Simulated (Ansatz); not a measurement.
C2H8B2OSi (`B/C(O)=C(/B)[SiH3]`) at its PBE0-D4/def2-TZVP geometry, where that method's forces vanish. Total charge 0; spin multiplicity 1.

```xyz
14

B     0.9195   -1.7044    0.6724
C     1.0100   -0.3424   -0.0154
O     2.2199    0.1269   -0.4673
C    -0.0572    0.4658   -0.2192
B    -0.0091    1.8325   -0.9014
Si   -1.7993    0.0215    0.3172
H     1.9016   -2.3765    0.8251
H    -0.1349   -2.1070    1.0629
H     2.8981   -0.5248   -0.2696
H     0.1308    2.8326   -0.2559
H    -0.2018    1.9338   -2.0799
H    -2.3046   -1.1944   -0.3670
H    -1.9118   -0.1315    1.7890
H    -2.6613    1.1679   -0.0909
```

(1) What forces (eV/Å) does PBE-D4/def2-TZVPP give on these atoms in Ansatz? (Estimate.)

Answers

(1) Ansatz gave: 
```
B1   0.024  0.043 -0.024
C2   0.140 -0.668  0.303
O3   0.140  0.562 -0.302
C4  -0.390  0.543 -0.197
B5  -0.075 -0.164  0.095
Si6  0.002  0.020 -0.010
H7   0.112 -0.078  0.017
H8  -0.116 -0.053  0.047
H9   0.328 -0.349  0.113
H10  0.019  0.128  0.062
H11 -0.017  0.029 -0.140
H12 -0.056 -0.120 -0.077
H13 -0.014 -0.007  0.153
H14 -0.097  0.113 -0.038
```
